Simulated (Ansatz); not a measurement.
Spectroscopic constants of RhCl, multiplicity 3 (lowest of 2S+1 = 1, 3, 5 at CCSD(T)/def2-TZVPP on PBE0 minima; our sources give no spin for the ground state, which may be another). No spin–orbit coupling.

Constants: fifth-degree fit in 1/R to seven points, most abundant isotopes. Runs in def2 and cc sets follow the lowest solution found near the PBE0 minimum.

Codes used: Ansatz (a program for electronic structure) with Gaussian orbitals.  In def2 rows elements past Kr take small-core potentials, without spin–orbit coupling.

Energies at BHLYP/def2-TZVPP:

```tsv
R (Å)	E (hartree)
2.095408	-570.65360617
2.151737	-570.65970154
2.203559	-570.66314652
2.262140	-570.66503917
2.320721	-570.66523962
2.388315	-570.66384480
2.467174	-570.66057980
```

Q: With a reduced mass of 26.0998 u, find the minimum, the force constant and the constants.

A: A fifth-degree polynomial in 1/R puts the minimum at r_e = 2.2988 Å with force constant 184 N/m. Then ω_e = (1/2πc)√(k/μ) = 346 cm⁻¹ and B_e = h/(8π²cμr_e²) = 0.1222 cm⁻¹; the cubic and quartic terms give α_e = 0.00057 and ω_e x_e = 1.1 cm⁻¹.
